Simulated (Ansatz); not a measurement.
A CCSD(T) single point on CH$_{5}$NOSSi.

```yaml
crystal:
  periodic: [false, false, false]
  atoms:
    - {symbol: O, position_ang: [-1.333218, -0.623876, 2.184685]}
    - {symbol: Si, position_ang: [0.268421, -0.414670, 1.689130]}
    - {symbol: N, position_ang: [0.015117, -0.541136, -0.201062]}
    - {symbol: C, position_ang: [0.321511, 0.387441, -1.034603]}
    - {symbol: S, position_ang: [0.807290, 0.093415, -2.671428]}
    - {symbol: H, position_ang: [-1.427716, -1.370225, 2.777219]}
    - {symbol: H, position_ang: [0.323499, 1.109594, 1.539606]}
    - {symbol: H, position_ang: [-0.059436, -1.478820, -0.584183]}
    - {symbol: H, position_ang: [0.357918, 1.404683, -0.654501]}
    - {symbol: H, position_ang: [0.809714, 1.382592, -3.041862]}
basis:
  gaussian: {orbitals: def2-TZVPP}
correlation: {method: ccsd_t}
```

```sh
$ ansatz run in.yaml --threads 4 --pin off --events-out ev --progress --plain --max-ram 10444MiB
```

Log, shortened:

```
Functional definition: HF
1456 factors; integrals over basis functions are off by at most 1.6e-3 eV
mean field evaluation 1: about -23304.6350 eV, gradient 4.7e1 eV
mean field evaluation 2: about -23304.9590 eV, gradient 4.7e1 eV
mean field evaluation 4: about -23309.9927 eV, gradient 4.4e0 eV
mean field evaluation 8: about -23310.1180 eV, gradient 5.5e-1 eV
mean field evaluation 16: about -23310.1209 eV, gradient 3.0e-6 eV
mean field -23310.12091848 eV, -856.6311435868 hartree, gradient 3.0e-6 eV, S^2 0.000000; 1 other end points of the search recorded, 0 dependent functions left out
13 core orbitals not correlated: weight in the atoms' cores, before any rotation towards them, 1.000 or more for the frozen orbitals, at most 0.000 for the correlated occupied ones
reference -23310.12091848 eV, -856.6311435868 hartree; 15, 15 occupied and 219, 219 virtual orbitals, 1456 factors
second order -24.59125438 eV of doubles, -0.00000000 eV of singles
cycle   1  -24.89068620 eV  change   -3.0e-1 eV  update   1.3e-1
cycle   2  -25.56089802 eV  change   -6.7e-1 eV  update   4.3e-2
cycle   3  -25.74984464 eV  change   -1.9e-1 eV  update   3.2e-2
cycle   4  -25.74636155 eV  change    3.5e-3 eV  update   1.2e-2
cycle   5  -25.73644974 eV  change    9.9e-3 eV  update   9.6e-3
cycle   6  -25.74136057 eV  change   -4.9e-3 eV  update   5.3e-3
cycle   7  -25.74138792 eV  change   -2.7e-5 eV  update   2.7e-3
cycle   8  -25.74089211 eV  change    5.0e-4 eV  update   1.1e-3
cycle   9  -25.74134325 eV  change   -4.5e-4 eV  update   3.9e-4
cycle  10  -25.74161524 eV  change   -2.7e-4 eV  update   1.5e-4
cycle  11  -25.74142760 eV  change    1.9e-4 eV  update   6.4e-5
cycle  12  -25.74146454 eV  change   -3.7e-5 eV  update   3.1e-5
cycle  13  -25.74147138 eV  change   -6.8e-6 eV  update   1.4e-5
perturbative correction -1.17542760 eV, -0.0431961677 hartree
Total energy: -23337.03781747 eV, -857.6203213797 hartree
```

Run time 110 s (4 threads of an AMD EPYC 7B13 on a shared host); peak host memory 5 GiB.

MP2 recovers 91.4 % of the CCSD(T) correlation energy and the triples give 4.4 %; T1 = 0.0199.
